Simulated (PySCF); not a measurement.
CF3, SMILES F[C+](F)F, charge +1.

Geometry: B3LYP-D3(BJ)/def2-TZVP.

Two levels are set side by side: TDA-PBE/def2-SVPD (PySCF) and TDA-M06-2X/def2-SVPD (PySCF). Vertical, same geometry. The lowest singlet is HOMO→LUMO 100 % with PBE and HOMO→LUMO 100 % with the other functional; states are paired by order. Differences are taken from unrounded values.

```
quantity                               TDA-M06-2X
-------------------------------------  ----------
lowest singlet excitation (eV)               8.99
lowest triplet excitation (TDA) (eV)         8.70
first bright state (f over 0.05) (eV)       11.57
its oscillator strength                      0.15
```

Q: What does TDA-PBE give, and how far is it from TDA-M06-2X? (The exact figures need the calculation; the answer reports its results.)

A: 
| quantity | TDA-PBE | TDA-PBE minus TDA-M06-2X |
|---|---|---|
| lowest singlet excitation (eV) | 7.83 | -1.16 |
| lowest triplet excitation (TDA) (eV) | 7.45 | -1.25 |
| first bright state (f over 0.05) (eV) | 10.90 | -0.68 |
| its oscillator strength | 0.16 | 0.00 |

A lower first singlet is the usual sign of a functional without exact exchange. Differences between two approximate levels are no errors against the true value.

Rough cost on one machine, each run with all the roots and properties that it gave: TDA-M06-2X against TDA-PBE about 8 times.
